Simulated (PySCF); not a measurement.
HF2S (SMILES F[SH+]F), charge +1, singlet, geometry from GFN2-xTB. Base run: PySCF with PBE/def2-SVP.

PySCF was given this input:
```python
from pyscf import gto, scf, dft

mol = gto.M(
    atom='''
F    -1.18556377   -0.38157431   -0.34101821
S    -0.00424330    0.32563997    0.40895379
F     1.19449632   -0.35897911   -0.33431476
H    -0.01250023    1.45474129   -0.46526390
''',
    basis='def2-svp',
    charge=1,
    verbose=4,
)

mf = dft.RKS(mol)
mf.xc = 'pbe'
mf.kernel()
mo_i, mo_e, stable_i, stable_e = mf.stability(internal=True, external=True, return_status=True, nroots=6, tol=1e-6)
print('internally stable:', stable_i, ' externally stable:', stable_e)
if not stable_e:
    umf = mf.to_uhf() if not hasattr(mf, 'xc') else mf.to_uks()
    umf.scf_summary = {}
    umf.kernel(umf.make_rdm1(mo_e, umf.mo_occ))
mf.analyze()
```

The bond that is stretched is that between atoms 1 and 2. A test that says stable can miss a lower solution.

Variants of this job, named by their change:

| change | ΔE vs base (mEh) | <S^2> | HOMO-LUMO gap (eV) | stability test says | outcome |
|---|---|---|---|---|---|
| base | 0.000 | 0.000 | 5.48 | stable | converged |
| bond × 1.25 | 46.905 | 0.000 | 2.68 | stable | converged |
| bond × 1.5 | 105.0 | 0.000 | 0.52 | external instability | converged |
| bond × 1.8 | - | - | - | - | not converged |
| bond × 2.2 | - | - | - | - | not converged |
| bond × 3.0 | - | - | - | - | not converged |

Where a bond breaks into two radicals, a solution with restricted orbitals usually stops being the lowest and lies too high; an unrestricted one lies lower at the price of spin contamination, which <S^2> shows.
